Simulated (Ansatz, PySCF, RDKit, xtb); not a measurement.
Complex: CH4 (SMILES C) (first 5 atoms) with C2H6O (SMILES COC); geometry from B3LYP-D3(BJ)/def2-TZVP, rigid monomers moved along the line of their centres of mass till H5···O7 is 3.58 Å.
(charge 0, multiplicity 1):
```xyz
14

C      0.100     0.048    -0.377
H      1.147     0.285    -0.565
H     -0.509     0.434    -1.193
H     -0.019    -1.034    -0.320
H     -0.214     0.501     0.563
C      1.059     0.215     4.287
O     -0.326     0.440     4.142
C     -1.081    -0.744     4.273
H      1.434    -0.477     3.521
H      1.295    -0.200     5.276
H      1.559     1.175     4.175
H     -0.803    -1.482     3.510
H     -2.129    -0.479     4.146
H     -0.943    -1.199     5.263
```

Counterpoise-corrected where a basis set is named; no monomer relaxation. Rows marked so take none. RDKit's UFF carries no charges.

Correlated levels freeze the cores. Rows in 3-21G, 6-311+G** carry no dispersion term and start afresh at each structure.

Run with Ansatz (Gaussian basis) for Hartree–Fock, density functionals and correlated methods; PySCF for 3-21G rows, 6-311+G** rows, the dispersion terms; RDKit for the force fields; xtb for the GFN methods. Each number belongs to the level named beside it.

```
level                              interaction energy (kcal/mol)
---------------------------------  -----------------------------
MMFF94                                                     -0.33
UFF                                                        -0.55
GFN1-xTB                                                   -0.40
GFN2-xTB                                                   -0.59
HF/3-21G (no counterpoise)                                 -0.26
PBE-D4/def2-TZVPPD                                         -0.67
B3LYP/6-311+G** (no counterpoise)                          -0.06
SCS-MP2/aug-cc-pVDZ                                        -0.39
CCSD(T)/aug-cc-pVDZ                                            …
```

### Question
What belongs in the gaps?

### Answer

- CCSD(T)/aug-cc-pVDZ, interaction energy (kcal/mol): -0.49

Ansatz is a program for electronic structure.
